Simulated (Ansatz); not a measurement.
Consider the formal exchange of groups at a C–Si bond: `C[SiH2]C1=C[SiH2]1` + CH₄ → `CC1=C[SiH2]1` + `C[SiH3]`.

Calculated with Ansatz (gas phase, PBE0-D4/def2-TZVP geometries, no zero-point term in ΔE). CCSD(T)/CBS is the MP2 limit (def2-TZVPP, def2-QZVPP) plus CCSD(T) − MP2 in def2-TZVPP, frozen cores. This one scheme is used for every species. DFT in def2-TZVPP. B3LYP here is the variant with VWN-RPA as its local correlation; programs differ in this. Each species was taken in one conformer, which may not be the lowest.

Problem. Is it downhill or uphill in electronic energy at CCSD(T)/CBS, and by how much? (An estimate is asked.)

Solution. The calculation gave: Uphill: ΔE = +53.8 kJ/mol.

Problem. What do these levels give: PBE0-D4, B3LYP-D4, ωB97X-V, PBE0, CCSD(T)/def2-TZVPP, MP2/CBS(def2)? (Best estimate.)

Solution. Ansatz gave: PBE0-D4 48.5, B3LYP-D4 52.0, ωB97X-V 47.5, PBE0 45.1, CCSD(T)/def2-TZVPP 51.8, MP2/CBS(def2) 56.6 kJ/mol.

Largest T1 diagnostic among the species: 0.012.

In def2-TZVPP, CCSD(T) changes the Hartree–Fock value by +8.1 kJ/mol (the triples alone add +1.8 kJ/mol) and MP2 by +10.9 kJ/mol. The D4 term adds +5.7 kJ/mol with B3LYP and +3.5 kJ/mol with PBE0; it sums over pairs of atoms, weighted by their polarisabilities, and B3LYP, whose exchange is more repulsive, gets the larger term.
